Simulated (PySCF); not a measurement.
# Ionising HgC

PBE0; PySCF, scalar-relativistic core potentials, basis sets Hg cc-pVDZ-PP with ECP60, C cc-pVDZ. Neutral (UKS): triplet (π ↑↑), Re = 2.154 Å, ωe = 372 cm⁻¹, De = 0.72 eV, HOMO -6.68 eV, LUMO -3.24 eV.

HgC⁺ (UKS): doublet (π ↑), Re = 2.155 Å, ωe = 412 cm⁻¹, De = 2.01 eV to Hg⁺ + C. The energies at the minima are -191.32465 hartree for HgC and -190.99520 for HgC⁺.

Question: Work out the adiabatic ionisation energy, without and with harmonic zero-point energies (1 hartree = 27.2114 eV, 1 eV = 8065.5 cm⁻¹), and the change of the bond length.

Answer: At PBE0: 0.32945 hartree = 8.965 eV between the minima; the zero-point term (412.0 − 372.0)/2 cm⁻¹ = +0.002 eV makes it 8.967 eV. Re changes by +0.1 pm against the neutral. The electron leaves a π orbital, and the small change of length marks it as nearly non-bonding.

These are scalar-relativistic numbers at best; spin–orbit coupling would shift them, the dissociation energy most. For an ion De counts to the pair picked by the measured ionisation energies or electron affinities, which need not be the lowest pair at this level. States were picked by a PBE0 search and need not be the measured ground states.
